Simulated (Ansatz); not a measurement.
Reactions of `C[Se][Si](F)(F)F`.

Gas-phase electronic energies from Ansatz, PBE0-D4/def2-TZVP geometries. CCSD(T)/CBS is the MP2 limit (def2-TZVPP, def2-QZVPP) plus CCSD(T) − MP2 in def2-TZVPP, frozen cores. This one scheme is used for every species. For Se outer-core shells are correlated without core-valence functions, which leaves a few kJ/mol of doubt a bond. Scalar relativity is left out up to krypton. One conformer a species, not always the lowest.

(1) Order these by ΔE at CCSD(T)/CBS, lowest first. (Best estimate.)
A. `C[Se][Si](F)(F)F` + `OBO` → `C[Se]B(O)O` + `F[SiH](F)F`
B. `C[Se][Si](F)(F)F` + `BC(O)[SiH3]` → `BC([SiH3])OC` + `F[Si](F)(F)[SeH]`
C. `C[Se][Si](F)(F)F` + H₂ → `F[Si](F)(F)[SeH]` + CH₄
D. `C[Se][Si](F)(F)F` + `CO[SiH3]` → `CO[SiH2][Se]C` + `F[SiH](F)F`
E. `C[Se][Si](F)(F)F` + `N[SiH](O)O` → `O[SiH](O)N[Si](F)(F)F` + `C[SeH]`
F. `C[Se][Si](F)(F)F` + `C[SeH]` → `C[Se][Se]C` + `F[SiH](F)F`

Largest T1 diagnostic: 0.013, for `BC([SiH3])OC`.

## Answers

(1) C (-70.8 kJ/mol), E (-29.1 kJ/mol), D (-18.2 kJ/mol), A (+2.3 kJ/mol), F (+29.6 kJ/mol), B (+39.9 kJ/mol).
